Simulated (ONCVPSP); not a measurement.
W: variants of one ONCV potential

Base potential:

* Element: W
* Generator: ONCVPSP 4.0.1
* Type: optimised norm-conserving Vanderbilt (ONCV)
* Functional: LDA (Perdew-Wang 92)
* Relativity: scalar-relativistic
* Frozen core: [Kr] 4d10 4f14
* Valence charge: 14
* Reference configuration: 5s2 5p6 5d4 6s1.75 6p0.25
* Partial waves: 5s+6s: rc 1.50 bohr, ncon 4, nbas 8, qcut 7.4 1/bohr, 2 projectors; 5p+6p: rc 2.00 bohr, ncon 4, nbas 7, qcut 8.7 1/bohr, 2 projectors; 5d: rc 2.60 bohr, ncon 4, nbas 8, qcut 6.5 1/bohr, 2 projectors, debl 1.1 Ha; f scattering state at 0.08 Ha: rc 2.80 bohr, ncon 4, nbas 9, qcut 3.7 1/bohr, 2 projectors, debl 3.7 Ha
* Local potential: polynomial inside 1.35 bohr (lpopt 5, dvloc0 0 Ha)
* Core correction: Teter function, fcfact 5.5, rcfact 1.05

All-electron outer shells of the reference configuration (LDA (PZ), scalar-relativistic, ld1.x):

| shell | level (eV) | outermost node (bohr) | outermost maximum (bohr) |
| --- | --- | --- | --- |
| 4d | -238.68 | 0.22 | 0.45 |
| 5s | -79.71 | 0.53 | 0.96 |
| 5p | -43.80 | 0.57 | 1.09 |
| 4f | -33.88 | – | 0.43 |
| 6s | -6.20 | 1.28 | 2.64 |
| 5d | -5.06 | 0.63 | 1.50 |
| 6p | -1.70 | 1.53 | 3.70 |

Cutoffs, loose and tight: the cutoffs (Ha) at which the residual kinetic energy of the hardest occupied pseudo-wave falls to 1 and 0.1 mHa per electron. They do not see the model core or the augmentation charge, which bear on the density cutoff. Test errors are all-electron minus pseudo excitation energies from the reference, over the configurations 5s2 5p6 5d4 6s2 6p0; 5s2 5p6 5d4 6s1 6p0; 5s2 5p6 5d4 6s0 6p0; 5s2 5p6 5d4 6s0 6p1. A dash means not determined; rows that change the core or the reference have their own tests.

A true bound ghost makes a file unfit for plane-wave use even where its test errors are small: the radial tests pick states by their node count and pass the ghost by.

```csv
change,outcome,"cutoff, loose","cutoff, tight",bound ghosts,GHOST(+) flags above zero,largest test error (meV)
base,generated,22 Ha,27 Ha,none,f,-4.7
f: debl 0.2,generated,22 Ha,27 Ha,f,f,-4.7
f: debl 0.3,generated,22 Ha,27 Ha,none,f,-4.7
f: debl 0.5,generated,22 Ha,27 Ha,f,f,-4.7
f: debl 0.85,generated,22 Ha,27 Ha,f,none,-4.7
f: debl 1.5,generated,22 Ha,27 Ha,none,none,-4.7
f: debl 2.9,generated,22 Ha,27 Ha,none,f,-4.7
f: debl 4.05,generated,22 Ha,27 Ha,none,f,-4.7
```

Reading the sweep of the debl of the f channel (base included, trends over the rows without a ghost): The loose cutoff stays near 22 Ha. The median size of the test errors (rows with all tests solved) stays near 2.1 meV. Bound ghosts are found at 0.2, 0.5, 0.85 Ha.
